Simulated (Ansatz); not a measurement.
One change: `C[O][SbH][SiH3]` becomes `C[O][SbH][NH2]`.

Ansatz, PBE0-D4/def2-TZVP geometries, multiplicity 1. Each molecule was computed in one conformer, which needn't be the lowest.

Elements past krypton have def2 core potentials.

```csv
property,`C[O][SbH][SiH3]`
HOMO–LUMO gap (B3LYP/def2-TZVPP) / eV,5.17
LUMO energy (PBE0/def2-TZVPP) / eV,-1.28
size of the dipole moment (ωB97M-V/def2-TZVPP) / D,1.12
HOMO energy (B3LYP/def2-TZVPP) / eV,-6.65
HOMO–LUMO gap (PBE0/def2-TZVPP) / eV,5.56
HOMO energy (PBE0/def2-TZVPP) / eV,-6.84
```

What does the change do to each property? (An estimate is asked.)

The calculation gave: 
```csv
property,`C[O][SbH][NH2]`,shift
HOMO–LUMO gap (B3LYP/def2-TZVPP) / eV,6.11,0.94
LUMO energy (PBE0/def2-TZVPP) / eV,-0.53,0.75
size of the dipole moment (ωB97M-V/def2-TZVPP) / D,1.48,0.36
HOMO energy (B3LYP/def2-TZVPP) / eV,-6.87,-0.22
HOMO–LUMO gap (PBE0/def2-TZVPP) / eV,6.54,0.98
HOMO energy (PBE0/def2-TZVPP) / eV,-7.07,-0.23
```

With PBE0 the HOMO falls by 0.23 eV and the LUMO rises by 0.75 eV, so the gap widens by about 0.98 eV. PBE moves the HOMO by -0.06 eV and ωB97M-V by -0.39 eV. Dipoles are sizes alone; their direction can turn.

B3LYP here is the variant with VWN-RPA as its local correlation; programs differ in this.

Spin–orbit coupling is left out; it splits and shifts lone-pair levels of the heavy atoms by tenths of an eV.
